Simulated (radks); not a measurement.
Species: Rh. Configuration: [Kr] 4d8.5 5s0.5 (fractional occupations, a model configuration). All-electron calculation, scalar-relativistic Kohn-Sham, PBE, spin-polarised, spherical densities, point nucleus; open shells are filled with parallel spins first (spin-orbit coupling, left out, can overturn this in heavy ions). Program: a radial shooting solver on a logarithmic mesh with Libxc functionals.

Radial electron density D(r) = 4 pi r^2 rho(r):

```
   r/bohr * D(r) (the largest magnitude, 71.6, reaches the edge; | marks zero)
 0.002021 |  *
 0.002333 |   *
 0.002695 |    *
 0.003137 |     *
 0.003623 |      *
 0.004184 |        *
 0.004871 |          *
 0.005626 |             *
 0.006549 |                *
 0.007564 |                    *
 0.008735 |                       *
  0.01017 |                            *
  0.01174 |                                *
  0.01356 |                                    *
  0.01579 |                                       *
  0.01824 |                                         *
  0.02123 |                                           *
  0.02452 |                                           *
  0.02831 |                                          *
  0.03296 |                                        *
  0.03807 |                                      *
  0.04432 |                                     *
  0.05118 |                                     *
  0.05911 |                                        *
  0.06881 |                                             *
  0.07947 |                                                  *
  0.09178 |                                                     *
   0.1068 |                                                      *
   0.1234 |                                                   *
   0.1436 |                                            *
   0.1659 |                                      *
   0.1916 |                                   *
    0.223 |                                    *
   0.2576 |                                        *
   0.2975 |                                          *
   0.3463 |                                         *
      0.4 |                                  *
   0.4656 |                        *
   0.5377 |                *
    0.621 |           *
    0.723 |          *
   0.8349 |           *
    0.972 |           *
    1.123 |          *
    1.296 |        *
    1.509 |     *
    1.743 |   *
    2.013 |  *
    2.343 | *
    2.706 |*
    3.151 |*
    3.639 *
    4.202 *
    4.892 *
     5.65 *
    6.525 *
    7.596 *
    8.772 *
    10.21 *
```

D(r) has 4 maxima, at r = 0.0230, 0.101, 0.307, 0.934 bohr, and minima at 0.0458, 0.199, 0.711 bohr, inside which lie 2.03, 11.12, 29.07 electrons.
